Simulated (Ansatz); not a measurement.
`B[Si](C)(C)C` + H₂ → `C[SiH](C)C` + BH₃ at 400 K and 1 bar (hydrogenolysis of the Si–B bond).

Calculated with Ansatz (gas phase, PBE0-D4/def2-TZVP geometries, no zero-point term in ΔE). CCSD(T)/CBS adds triple-zeta CCSD(T) − MP2 to the extrapolated MP2 energy (def2 sets, frozen cores). This one scheme is used for every species.

```csv
species,CCSD(T)/CBS energy (Eh),H − E (kJ/mol),S (J/(mol·K))
`B[Si](C)(C)C`,-434.65287,386.7,435.8
H₂,-1.17544,38.0,139.0
`C[SiH](C)C`,-409.29330,347.2,370.0
BH₃,-26.55200,82.6,199.4
```

H − E and S are ideal-gas, rigid-rotor, harmonic terms from PBE0-D4/def2-TZVP. The MP2-based limit puts H₂ 0.8 mEh under its directly extrapolated value; such offsets cancel only in part. 1 Eh = 2625.50 kJ/mol, R = 8.31446 J/(mol·K).

By hand: ΔE, ΔH, ΔS and ΔG.

ΔE = (-409.29330) + (-26.55200) − (-434.65287) − (-1.17544) = -0.01699 Eh = -44.6 kJ/mol. Δ(H − E) = 347.2 + 82.6 − 386.7 − 38.0 = 5.1, so ΔH = -39.5 kJ/mol. ΔS = 370.0 + 199.4 − 435.8 − 139.0 = -5.4 J/(mol·K). ΔG = -39.5 − 400 × (-5.4)/1000 = -37.3 kJ/mol.

By hand: the equilibrium constant, and the temperature at which ΔG would vanish if ΔH and ΔS stayed fixed.

log₁₀ K = −ΔG/(RT ln 10) = 4.9. ΔG = 0 at ΔH/ΔS = 7315 K, far beyond where these terms or the molecules hold.

The number of gas molecules stays the same, so ΔS is small and ΔH decides. A doubt of 5 kJ/mol in ΔE shifts log₁₀ K by 0.7 here. These are equilibria of isolated gas molecules and say nothing of rates. Largest T1 diagnostic: 0.010 (customary marks: 0.02 for closed shells, 0.045 for open ones).
